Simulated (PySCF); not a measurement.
PySCF 2.14 output of an unrestricted TPSS calculation on a single atom or ion in aug-cc-pVDZ (4s3p2d, 23 functions), with the non-relativistic Hamiltonian (point nucleus):

```
SCF conv_tol = 1e-09
number electrons alpha = 3  beta = 2
    J. Tao, J. P. Perdew, V. N. Staroverov, and G. E. Scuseria.,  Phys. Rev. Lett. 91, 146401 (2003)
    J. P. Perdew, J. Tao, V. N. Staroverov, and G. E. Scuseria.,  J. Chem. Phys. 120, 6898 (2004)
    J. Tao, J. P. Perdew, V. N. Staroverov, and G. E. Scuseria.,  Phys. Rev. Lett. 91, 146401 (2003)
    J. P. Perdew, J. Tao, V. N. Staroverov, and G. E. Scuseria.,  J. Chem. Phys. 120, 6898 (2004)
cycle= 1 E= -24.6657770441035  delta_E= -0.00218  |g|= 0.00712  |ddm|= 0.136
cycle= 2 E= -24.665831948693  delta_E= -5.49e-05  |g|= 0.00154  |ddm|= 0.0339
cycle= 3 E= -24.6658349224372  delta_E= -2.97e-06  |g|= 0.000532  |ddm|= 0.0114
cycle= 4 E= -24.665835281891  delta_E= -3.59e-07  |g|= 1.3e-05  |ddm|= 0.00358
cycle= 5 E= -24.6658352821284  delta_E= -2.37e-10  |g|= 7.08e-07  |ddm|= 0.000139
converged SCF energy = -24.6658352821284  <S^2> = 0.7547042  2S+1 = 2.0046987
```

The run itself started from symmetry-adapted Hartree-Fock orbitals and held the occupation by maximum overlap, on a logarithmic radial grid, so the iterations belong to that start.

Task: Which element, charge and spin multiplicity is this?

Result: B (boron, neutral), multiplicity 2; the state was [He] 2s2 2p1, 2P determinant.
